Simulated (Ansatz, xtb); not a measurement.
# Two isomers of C4H4BrClF2

Structure I: `C/C(Cl)=C\C(F)(F)Br`, a singlet. Structure II: `C=C[C@H](Cl)C(F)(F)Br`, a singlet. Both are isolated molecules in the gas phase, relaxed with PBE0-D3(BJ)/def2-SVP; the shapes shown needn't be the lowest conformers.

I (Å):

```yaml
atoms:
  - { symbol: C, position_ang: [1.3970, 2.5635, 0.6354] }
  - { symbol: C, position_ang: [1.1490, 1.5014, -0.3766] }
  - { symbol: C, position_ang: [1.2164, 0.1730, -0.2212] }
  - { symbol: C, position_ang: [1.5323, -0.5302, 1.0518] }
  - { symbol: Br, position_ang: [3.4783, -0.5627, 1.3928] }
  - { symbol: Cl, position_ang: [0.7475, 2.1150, -1.9500] }
  - { symbol: F, position_ang: [1.1238, -1.7978, 0.9867] }
  - { symbol: F, position_ang: [0.9580, 0.0248, 2.1248] }
  - { symbol: H, position_ang: [0.4811, 3.1535, 0.7949] }
  - { symbol: H, position_ang: [2.1676, 3.2530, 0.2588] }
  - { symbol: H, position_ang: [1.7235, 2.1457, 1.5938] }
  - { symbol: H, position_ang: [1.0583, -0.4913, -1.0726] }
```

II (Å):

```yaml
atoms:
  - { symbol: C, position_ang: [-0.5867, -2.0130, 0.0351] }
  - { symbol: C, position_ang: [0.1770, -1.0445, -0.4668] }
  - { symbol: C, position_ang: [1.1234, -0.2382, 0.3548] }
  - { symbol: C, position_ang: [2.5535, -0.2489, -0.1833] }
  - { symbol: Br, position_ang: [3.2755, -2.0628, -0.0731] }
  - { symbol: Cl, position_ang: [0.5752, 1.4772, 0.3835] }
  - { symbol: F, position_ang: [2.5955, 0.1449, -1.4535] }
  - { symbol: F, position_ang: [3.3412, 0.5513, 0.5257] }
  - { symbol: H, position_ang: [-0.5487, -2.2820, 1.0951] }
  - { symbol: H, position_ang: [-1.2766, -2.5745, -0.5992] }
  - { symbol: H, position_ang: [0.1318, -0.7788, -1.5278] }
  - { symbol: H, position_ang: [1.1565, -0.5811, 1.3974] }
```

Problem. Estimate which is lower in electronic energy at CCSD(T)/def2-SVP + ΔMP2/def2-TZVPP, and by roughly how much.

Solution. The CCSD(T)/def2-SVP + ΔMP2/def2-TZVPP calculation puts structure I lower, by 11.3 kJ/mol.

The same difference at several levels:

| level | geometry | E(II) − E(I) (kJ/mol) | departure from the last row (kJ/mol) | job, with rough time for the two |
| --- | --- | --- | --- | --- |
| GFN2-xTB | GFN2-xTB | +46.1 | +34.8 | optimisation, 0.21 s |
| HF/STO-3G | GFN2-xTB | +16.9 | +5.6 | single point, 0.68 s |
| r2SCAN-D4/def2-SVP | GFN2-xTB | +25.7 | +14.4 | single point, 5.7 s |
| PBE0-D3(BJ)/def2-SVP | PBE0-D3(BJ)/def2-SVP | +23.6 | +12.3 | optimisation, 69 s |
| HF/def2-SVP | PBE0-D3(BJ)/def2-SVP | +9.9 | −1.4 | part of the CCSD(T) run |
| MP2/def2-SVP | PBE0-D3(BJ)/def2-SVP | +15.4 | +4.1 | part of the CCSD(T) run |
| CCSD(T)/def2-SVP | PBE0-D3(BJ)/def2-SVP | +12.3 | +0.9 | single point |
| CCSD(T)/def2-SVP + ΔMP2/def2-TZVPP | PBE0-D3(BJ)/def2-SVP | +11.3 |  | single point, 3.1 min |

As drawn, both hold the same kinds of bond in the same numbers. Structure I has 1 methyl group, II 0.

The levels shown agree on the order. The largest departure from CCSD(T)/def2-SVP + ΔMP2/def2-TZVPP is that of GFN2-xTB, 34.8 kJ/mol. The last row adds to CCSD(T) the change of the MP2 difference between the two basis sets, here −0.9 kJ/mol.

With thermal terms from frequencies at re-optimised GFN2-xTB minima (ideal gas, soft modes damped towards free rotors, one conformer each, 298.15 K, 1 atm): the zero-point term adds 0.0 kJ/mol; ΔH is +10.7 and ΔG +13.0 kJ/mol.

The correlated steps freeze 20 core orbitals; the filled d shell of Br is correlated, in a basis made for valence electrons. Mirror images aren't counted in ΔG. Run with Ansatz 0.2.0, xtb 6.7.1; the last row on 4 threads of Arm Neoverse V1 on a shared host.
